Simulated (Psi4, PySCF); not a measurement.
Conformational energy of H₄Cl₃FSi₃, SMILES [Si](Cl)(Cl)([SiH2][SiH2]F)Cl. Scanned: dihedral F1–Si2–Si3–Si4; all other coordinates were relaxed at GFN2-xTB. GFN2-xTB can order the conformers of Si and Ge chains otherwise than DFT does. Points at φ and −φ are mirror images. Heavy atoms are numbered in the order of the SMILES F[SiH2][SiH2][Si](Cl)(Cl)Cl, hydrogens after them in the order of the atoms that carry them; the mirror image has the same energies with the sign of each dihedral reversed.

Computed with: RKS-B3LYP/6-31G* = restricted B3LYP/6-31G*, spherical d, density fitting // GFN2-xTB (PySCF); PBE/def2-SVP // GFN2-xTB (Psi4); RKS-LDA (SVWN5)/6-31G* = restricted LDA (SVWN5)/6-31G*, spherical d, density fitting // GFN2-xTB run with PySCF.

Energies in kcal/mol, each method relative to its own lowest point.

| φ / ° | RKS-B3LYP/6-31G* | PBE/def2-SVP | RKS-LDA (SVWN5)/6-31G* |
|---|---|---|---|
| -160 | 0.10 | 0.18 | 0.10 |
| -140 | 0.33 | 0.68 | 0.36 |
| -120 | 0.49 | 0.97 | 0.55 |
| -100 | 0.43 | 0.75 | 0.54 |
| -80 | 0.33 | 0.33 | 0.47 |
| -60 | 0.25 | 0.10 | 0.44 |
| -40 | 0.14 | 0.06 | 0.36 |
| -20 | 0.11 | 0.22 | 0.31 |
| 0 | 0.11 | 0.33 | 0.31 |
| 20 | 0.11 | 0.22 | 0.31 |
| 40 | 0.14 | 0.06 | 0.36 |
| 60 | 0.25 | 0.10 | 0.44 |
| 80 | 0.33 | 0.33 | 0.47 |
| 100 | 0.43 | 0.75 | 0.54 |
| 120 | 0.49 | 0.97 | 0.55 |
| 140 | 0.33 | 0.68 | 0.36 |
| 160 | 0.10 | 0.18 | 0.10 |
| 180 | 0.00 | 0.00 | 0.00 |
